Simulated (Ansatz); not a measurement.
Hg₅⁺. The state is a doublet with charge 1. Geometry PBE0/def2-SVP; atoms count from 1.

```xyz
5

Hg    0.583    1.031   -1.619
Hg   -2.307   -0.196   -0.952
Hg    0.593    1.948    1.467
Hg    1.700   -1.775   -0.491
Hg   -0.570   -1.009    1.596
```

In the def2 sets Hg takes a core potential; there is no spin–orbit coupling. Another isomer (doublet) lies 0.27 eV lower at PBE0/def2-TZVP; other spin states weren't run for this one.

Question: Estimate the Mulliken populations from the PBE0/def2-TZVP orbitals of Ansatz.

Answer: 
| atom | charge (e) | spin (α − β) | d electrons |
| --- | --- | --- | --- |
| Hg1 | 0.19 | 0.22 | 10.00 |
| Hg2 | 0.20 | 0.18 | 9.99 |
| Hg3 | 0.21 | 0.18 | 9.99 |
| Hg4 | 0.20 | 0.18 | 9.99 |
| Hg5 | 0.20 | 0.24 | 10.00 |
Mulliken values and Mayer orders depend strongly on the basis.

Question: Where does the spin sit?

Answer: Summed by element: Hg 1.00, of 1 unpaired in all. Largest on single atoms: Hg5 0.24, Hg1 0.22, Hg3 0.18.
